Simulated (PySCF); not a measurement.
PySCF 2.14 output of an unrestricted LC-wPBE calculation on a single atom or ion in x2c-TZVPPall with one added diffuse shell each of s, p, d, f type (7s6p5d3f1g, 80 functions), with the spin-free X2C one-electron Hamiltonian (Gaussian nucleus):

```
SCF conv_tol = 1e-09
number electrons alpha = 12  beta = 9
    O. A. Vydrov and G. E. Scuseria.,  J. Chem. Phys. 125, 234109 (2006)
cycle= 1 E= -947.992775302381  delta_E= -0.0059  |g|= 0.0138  |ddm|= 0.172
cycle= 2 E= -947.992895560932  delta_E= -0.00012  |g|= 0.00339  |ddm|= 0.0459
cycle= 3 E= -947.992903531287  delta_E= -7.97e-06  |g|= 0.00111  |ddm|= 0.0186
cycle= 4 E= -947.992904063337  delta_E= -5.32e-07  |g|= 0.000186  |ddm|= 0.00343
cycle= 5 E= -947.992904097895  delta_E= -3.46e-08  |g|= 1.04e-05  |ddm|= 0.00171
cycle= 6 E= -947.992904098055  delta_E= -1.6e-10  |g|= 1.05e-06  |ddm|= 0.000132
converged SCF energy = -947.992904098055  <S^2> = 3.7504793  2S+1 = 4.0002397
```

The run itself started from symmetry-adapted Hartree-Fock orbitals and held the occupation by maximum overlap, on a logarithmic radial grid, so the iterations belong to that start.

Task: Which element, charge and spin multiplicity is this?

Result: V(2+) (vanadium, charge +2), multiplicity 4; the state was [Ar] 3d2 4s1, high-spin 4F determinant (an excited configuration).
